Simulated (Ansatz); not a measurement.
Program: Ansatz. Geometries: PBE0-D4/def2-TZVP. ΔE: electronic, gas phase. CCSD(T)/CBS is the MP2 limit (def2-TZVPP, def2-QZVPP) plus CCSD(T) − MP2 in def2-TZVPP, frozen cores. DFT in def2-TZVPP. B3LYP here is the variant with VWN-RPA as its local correlation; programs differ in this. def2 core potentials past Kr. For Sn outer-core shells are correlated without core-valence functions, which leaves a few kJ/mol of doubt a bond. One conformer a species, not always the lowest.

Consider the redistribution: `[SH][Sn][SH]` + `C[O][AlH][Cl]` → `[SH][Sn][Cl]` + `C[O][AlH][SH]`.

`[SH][Sn][SH]`:

```xyz
5

S    -0.137   -0.641    1.305
Sn    0.582    1.272   -0.011
S    -0.112    0.314   -2.136
H     0.249   -0.104    2.474
H    -0.581   -0.841   -1.633
```

`C[O][AlH][Cl]`:

```xyz
8

C     0.383   -0.522    1.118
O     0.000   -0.642   -0.223
Al   -0.468    0.395   -1.448
Cl   -0.562    2.452   -1.056
H     1.394   -0.918    1.252
H     0.371    0.518    1.463
H    -0.295   -1.102    1.751
H    -0.824   -0.180   -2.858
```

`[SH][Sn][Cl]`:

Cartesian coordinates in Å:
```
S -0.751 0.070 1.373
Sn -0.285 1.299 -0.668
Cl 1.064 -0.374 -1.689
H -0.029 -0.995 0.984
```

`C[O][AlH][SH]`:

Z-matrix (Å, degrees):
```
C
O 1 1.394
H 1 1.098 2 112.7
H 1 1.095 2 110.2 3 120.5
H 1 1.095 2 110.1 3 -120.5
Al 2 1.679 1 138.3 3 -1.4
S 6 2.185 2 120.8 1 -0.1
H 6 1.569 2 118.9 1 179.9
H 7 1.345 6 93.5 2 -0.1
```

```csv
level,ΔE (kcal/mol)
PBE-D4,4.5
B3LYP-D4,4.9
```

Question: What does CCSD(T)/CBS give? (Best estimate.)

Answer: Ansatz gave: +5.4 kcal/mol. The listed levels differ from it by -0.9, -0.5 kcal/mol.

Largest T1 diagnostic among the species: 0.016.
